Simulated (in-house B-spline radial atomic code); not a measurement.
# Ionising Sc+ with different functionals

Computed with a radial B-spline atomic code at the basis-set limit: four-component Dirac-Coulomb Hamiltonian, Fermi nucleus of rms radius 3.5459 fm, spin-restricted, spherical fractional occupations for the functionals. The ionisation energy is the difference of two self-consistent energies, [Ar] 3d1 4s1 → [Ar] 3d1, without Breit or QED terms; ε is the level of the shell that loses the electron (mean over j).

Hybrids are left out here: with spherical fractional occupations of an open shell their exact exchange keeps a self-interaction that integer-occupation calculations don't have.

```json
{"method": "LDA VWN5", "rung": "LDA", "ΔSCF (eV)": "12.95", "-ε(4s) (eV)": "9.95"}
{"method": "relativistic LDA", "rung": "LDA", "ΔSCF (eV)": "12.95", "-ε(4s) (eV)": "9.94"}
{"method": "LDA PW92", "rung": "LDA", "ΔSCF (eV)": "12.96", "-ε(4s) (eV)": "9.95"}
{"method": "LDA exchange-only", "rung": "LDA", "ΔSCF (eV)": "12.06", "-ε(4s) (eV)": "9.04"}
{"method": "PBE", "rung": "GGA", "ΔSCF (eV)": "12.77", "-ε(4s) (eV)": "9.73"}
{"method": "PBEsol", "rung": "GGA", "ΔSCF (eV)": "12.65", "-ε(4s) (eV)": "9.72"}
{"method": "BLYP", "rung": "GGA", "ΔSCF (eV)": "12.91", "-ε(4s) (eV)": "9.75"}
{"method": "RPBE", "rung": "GGA", "ΔSCF (eV)": "12.70", "-ε(4s) (eV)": "9.60"}
{"method": "PW91", "rung": "GGA", "ΔSCF (eV)": "12.78", "-ε(4s) (eV)": "9.76"}
{"method": "BP86", "rung": "GGA", "ΔSCF (eV)": "12.82", "-ε(4s) (eV)": "9.92"}
{"method": "AM05", "rung": "GGA", "ΔSCF (eV)": "12.62", "-ε(4s) (eV)": "9.67"}
{"method": "OLYP", "rung": "GGA", "ΔSCF (eV)": "12.59", "-ε(4s) (eV)": "9.34"}
```

(1) How do they compare with the NIST value?

Results:

(1) NIST lists 12.800 eV (measured, ground level to ground level). Errors run from -0.74 to +0.16 eV; PW91 is closest (-0.02 eV), but part of that can be cancellation, since the calculations leave out Breit-QED terms, spin polarisation, the choice among j levels, multiplet and fine-structure energies.
